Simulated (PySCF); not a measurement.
**Removal energies of Hg⁷⁰⁺ from EOM-IP-GCCSD**

Reference: closed-shell Hg⁷⁰⁺, [Ne]; one electron is removed. Calculated with PySCF 2.14, two-component X2C-1e with screened spin-orbit coupling, an even-tempered Gaussian basis (16 s from 14 bohr⁻², ratio 2.6; 14 p from 18 bohr⁻², ratio 2.6; 6 d from 19 bohr⁻², ratio 2.8; 3 f from 390 bohr⁻², ratio 2.8); frozen 1s2; the 50 highest virtual spinors dropped; of the others 52 kept and the rest restored at second order. No Breit or QED terms. Binding energies in eV.

| level | Koopmans |
| --- | --- |
| 2s1/2 | 21133.3 |
| 2p1/2 | 20594.5 |
| 2p3/2 | 18576.4 |

(1) How does correlation move these levels?

For comparison, the ionisation energy of Hg⁷⁰⁺ is 18550 ± 60 eV (theoretical estimate listed by NIST; NIST Atomic Spectra Database, ionization energies).

Results:

(1) 2s1/2: second order 21129.6, EOM-CCSD 21129.7; 2p1/2: second order 20591.5, EOM-CCSD 20591.5; 2p3/2: second order 18574.6, EOM-CCSD 18574.6.
